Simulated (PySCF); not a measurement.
SMILES C=[CH][Ge]([CH]=C)([O]C)[O]C (C₆H₁₂GeO₂) (GFN2-xTB optimised geometry):

```
21

C      2.033    -0.868    -0.878
C      1.282    -0.228     0.000
Ge    -0.694    -0.228     0.000
C     -1.609    -1.265    -1.434
C     -1.362    -2.534    -1.706
O     -1.123     1.478     0.000
C     -2.316     2.049     0.501
O     -1.347    -0.780     1.580
C     -1.391    -2.111     2.031
H      1.600    -1.442    -1.682
H      3.112    -0.840    -0.840
H      1.741     0.349     0.793
H     -2.371    -0.735    -1.991
H     -0.608    -3.095    -1.174
H     -1.898    -3.073    -2.474
H     -2.649     1.546     1.409
H     -3.112     2.005    -0.246
H     -2.098     3.095     0.727
H     -1.883    -2.767     1.308
H     -1.964    -2.115     2.960
H     -0.388    -2.499     2.231
```

Computed with B3LYP/def2-SVP in PySCF 2.14.0.

Task: What are the frontier orbital energies and the dipole moment?

Result: HOMO-2 -7.63 eV, HOMO-1 -7.20 eV, HOMO -7.03 eV, LUMO -0.66 eV, LUMO+1 -0.31 eV; dipole moment 1.95 D.

On the same geometry PySCF with PBE/def2-SVP gives HOMO-2 -6.43 eV, HOMO-1 -5.85 eV, HOMO -5.76 eV, LUMO -1.45 eV, LUMO+1 -1.15 eV; dipole moment 1.80 D.

Meta-Löwdin charges at B3LYP/def2-SVP: C1 -0.19, C2 -0.29, Ge3 1.09, C4 -0.30, C5 -0.19, O6 -0.58, C7 -0.06, O8 -0.59, C9 -0.06, H10 0.10, H11 0.10, H12 0.11, H13 0.11, H14 0.10, H15 0.10, H16 0.09, H17 0.08, H18 0.10, H19 0.08, H20 0.10, H21 0.08.
